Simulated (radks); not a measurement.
All-electron atom: Gd47+ in [Ne] 3s2 3p5 (the NIST ground configuration). All-electron calculation, scalar-relativistic Kohn-Sham, r2SCAN, spin-polarised, spherical densities, finite nucleus; open shells are filled with parallel spins first (spin-orbit coupling, left out, can overturn this in heavy ions); meta-GGA in the generalised Kohn-Sham scheme; Fermi nuclear charge, rms radius 5.1569 fm. Program: a radial shooting solver on a logarithmic mesh with Libxc functionals.

Unscreened Slater integrals over Kohn-Sham orbitals (cm^-1). They are taken over the spin-up orbitals. Empty in this configuration: 3d.

F0(3p,3p): 896700
F2(3p,3p): 449860
F0(3p,3s): 884040
G1(3p,3s): 572410
F0(3p,2p): 1186200
F2(3p,2p): 304070
G0(3p,2p): 121310
G2(3p,2p): 134090
F0(3p,3d): 941740
F2(3p,3d): 452180
G1(3p,3d): 473920
G3(3p,3d): 320220
F0(3s,3s): 874200
F0(3s,2p): 1144200
G1(3s,2p): 118890
F0(3s,3d): 928040
G2(3s,3d): 360050
F0(2p,2p): 2458400
F2(2p,2p): 1166200
F0(2p,3d): 1286700
F2(2p,3d): 396710
G1(2p,3d): 375250
G3(2p,3d): 216530
F0(3d,3d): 1020100
F2(3d,3d): 529420
F4(3d,3d): 343030

Derived for the open shells (J is the average intra-shell exchange parameter used in DFT+U). 3p: J = F2/5 = 89970 cm^-1.
